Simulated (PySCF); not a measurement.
## Mn+ (manganese, charge +1): B3LYP calculation

Configuration: [Ar] 3d5 4s1, high-spin 7S determinant. All numbers are calculated (PySCF 2.14, the non-relativistic Hamiltonian (point nucleus), in def2-SVP (5s3p2d1f, 31 functions)).

```json
{
  "Total energy": "-1150.572 hartree",
  "One-electron energy": "-1577.003 hartree",
  "Hartree (Coulomb) energy": "478.351 hartree",
  "Exchange-correlation energy": "-51.921 hartree",
  "Kinetic energy": "1148.60819 hartree",
  "⟨S²⟩": "12.0002",
  "⟨L²⟩": "0.000",
  "Sum of ⟨r⟩": "17.97 bohr",
  "Sum of ⟨r²⟩": "26.06 bohr²",
  "Density at the nucleus (Gaussians lack the cusp)": "9920 bohr⁻³",
  "Spin density at the nucleus": "4.80 bohr⁻³",
  "Langevin diamagnetic susceptibility": "-20.6 ×10⁻⁶ cm³/mol",
  "Time after the integrals": "0.73 s of wall time on 1 thread of Neoverse-N1 (shared host)"
}
```

```
shell  electrons  mean orbital energy (eV)  rms radius, mean of both spins (bohr)
 1s α          1                   -6417.4                                 0.0713
 1s β          1                   -6417.3                                 0.0713
 2s α          1                   -754.06                                  0.306
 2s β          1                   -751.70                                  0.306
 2p α          3                   -647.33                                  0.275
 2p β          3                   -645.37                                  0.275
 3s α          1                   -98.779                                  0.926
 3s β          1                   -92.563                                  0.926
 3p α          3                   -67.892                                  0.992
 3p β          3                   -61.352                                  0.992
 3d α          5                   -18.499                                   1.27
 4s α          1                   -12.849                                   3.11
```
